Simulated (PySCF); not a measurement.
Cl3Zr, neutral, multiplicity 2. Atoms are numbered in the order given.

```xyz
4

Zr     0.0000     0.0000     0.0000
Cl     2.3389     0.0000     0.0000
Cl    -1.1694    -2.0255     0.0000
Cl    -1.1694     2.0255     0.0000
```
Charge 0, spin multiplicity 2.

Geometry: PBE-D3(BJ)/def2-SVP. The multiplicity is an assumed one; other spin states were not compared. The isomer is the one that the SMILES or the coordinates give; other isomers of the formula were not compared. The def2 effective core potentials stand for the cores of Zr; spin–orbit coupling is left out.

Computed with PBE-D3(BJ)/def2-SVP run with PySCF 2.14.0.

Frequencies are harmonic and unscaled.

Modes within 1.5 cm⁻¹ of each other (mostly degenerate sets) share a row, with their intensities summed.

Computed vibrational spectrum:
```json
[
 {"mode": "1", "ν (cm⁻¹)": "58", "IR (km/mol)": "4.9", "moving atoms (share of kinetic energy)": "Zr 54 %, Cl 46 %"},
 {"mode": "2–3", "ν (cm⁻¹)": "87", "IR (km/mol)": "2.4", "moving atoms (share of kinetic energy)": "Cl 86 %, Zr 14 %"},
 {"mode": "4", "ν (cm⁻¹)": "354", "IR (km/mol)": "0.0", "moving atoms (share of kinetic energy)": "Cl 100 %"},
 {"mode": "5–6", "ν (cm⁻¹)": "422", "IR (km/mol)": "180.8", "moving atoms (share of kinetic energy)": "Cl 60 %, Zr 40 %"}
]
```
